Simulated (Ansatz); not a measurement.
Species: sum formula Si2N2H7 (charge 0, doublet). It need not be the lowest isomer of its formula. 
Coordinates optimised at B3LYP-D3(BJ)/def2-TZVP (Ansatz, a first-principles code):
SMILES: N([SiH2][NH])[SiH3]
```xyz
11

N     -1.9790     0.8506    -0.8063
Si    -1.1729    -0.4348     0.0669
N      0.3338     0.0503     0.7332
Si     1.8917     0.0666    -0.0254
H     -2.8649     0.5589    -1.2290
H     -0.9212    -1.5544    -0.8730
H     -2.0727    -0.8483     1.1753
H      0.2778     0.5158     1.6297
H      1.7604    -0.6853    -1.2924
H      2.9077    -0.5801     0.8399
H      2.3667     1.4407    -0.3193
```
Charge 0, spin multiplicity 2.

Parts of the frozen-core correlation energy in cc-pV(T+d)Z (Ansatz, hartree). Frozen orbitals: 12; correlated occupied orbitals by spin: 13 and 12; virtual: 211 and 212. Open shells are spin-unrestricted. No spin-orbit coupling. Non-relativistic.

```json
[
 {"term": "reference (HF)", "value": "-690.94811"},
 {"term": "MP2 opposite-spin", "value": "-0.50069"},
 {"term": "MP2 same-spin", "value": "___"},
 {"term": "CCSD correlation", "value": "___"},
 {"term": "(T)", "value": "___"},
 {"term": "T1 diagnostic", "value": "0.013"},
 {"term": "largest doubles amplitude", "value": "0.013"},
 {"term": "<S^2> of the reference", "value": "0.759"}
]
```

### Question
Some entries are withheld; supply them.

### Answer

- MP2 same-spin, value: -0.13110
- CCSD correlation, value: -0.68779
- (T), value: -0.02430
